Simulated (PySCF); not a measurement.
C3H6Se, SMILES C=C[Se]C. Heavy atoms are numbered as in [CH2:1]=[CH:2][Se:3][CH3:4]. Hydrogens are named by the atom that carries them.

Coordinates come from a B3LYP-D3(BJ)/def2-SVP optimisation. The values are those of a single conformer.

The numbers are results of PySCF with KT2/pcSseg-1, not measurements.

GIAO shieldings, no solvent; atoms alike by connectivity are averaged. δ = σ(ref) − σ: ¹³C against TMS (σ = 185.1 ppm); ⁷⁷Se against Me2Se (σ = 1692.1 ppm); ¹H against TMS (σ = 31.47 ppm), references at their B3LYP-D3(BJ)/def2-TZVP geometries, non-relativistic.

Computed chemical shifts:
| nucleus | atoms | count | δ (ppm) |
|---|---|---|---|
| ¹³C | C2 (CH) | 1 | 141.5 |
| ¹³C | C1 (CH2) | 1 | 114.9 |
| ¹³C | C4 (CH3) | 1 | 19.0 |
| ⁷⁷Se | Se3 | 1 | 200.1 |
| ¹H | H on C2 | 1 | 6.48 |
| ¹H | H on C1 | 2 | 5.73 |
| ¹H | H on C4 | 3 | 2.30 |
